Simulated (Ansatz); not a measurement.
Ideal-gas functions of `[SiH3]/N=C/Cl` at 500 K and 1 bar, from an Ansatz frequency run at PBE0-D4/def2-TZVP.

Molar mass 93.59 g/mol, point group Cs (symmetry number 1), electronic degeneracy 1, moments of inertia 12.686, 322.981, 329.721 u Å². Harmonic wavenumbers (cm⁻¹, unscaled): 144, 147, 168, 350, 679, 702, 798, 817, 941, 943, 949, 951, 1331, 1770, 2196, 2252, 2254, 3076.

Use S(trans) = R[1.5 ln M + 2.5 ln T − 1.1517]; rotational temperatures θ = 24.2544 K / I; S(rot) = R[ln(√π/σ · √(T³/θAθBθC)) + 1.5]; for each mode x = 1.438777 ν̃/T, S = R[x/(eˣ − 1) − ln(1 − e⁻ˣ)] and H = RT x/(eˣ − 1); 1 cm⁻¹ = 0.0119627 kJ/mol; R = 8.31446 J/(mol·K).

Problem. By hand: the entropy, in J/(mol·K).

Solution. Translation 176.2. Rotation: θ = 1.9119, 0.0751, 0.0736 K, giving 113.7. Vibration, mode by mode: 15.70, 15.53, 14.44, 8.60, 3.95, 3.75, 3.02, 2.89, 2.18, 2.17, 2.14, 2.13, 0.89, 0.31, 0.11, 0.10, 0.10, 0.01, in all 78.0. Electronic 0.0. Sum 367.9 J/(mol·K).

Problem. By hand: H − E and G − E in kJ/mol, counted from the electronic energy.

Solution. Zero-point energy ½ × 20468 × 0.0119627 = 122.4; thermal vibration 20.9; translation, rotation and pV give 4 RT = 16.6. H − E = 159.9 kJ/mol, and G − E = 159.9 − 500 × 367.9/1000 = -24.0 kJ/mol.

Vibration gives 21 % of the entropy, 31.2 J/(mol·K) of it from the modes under 150 cm⁻¹: soft modes count most, and the harmonic formula is weakest for them.
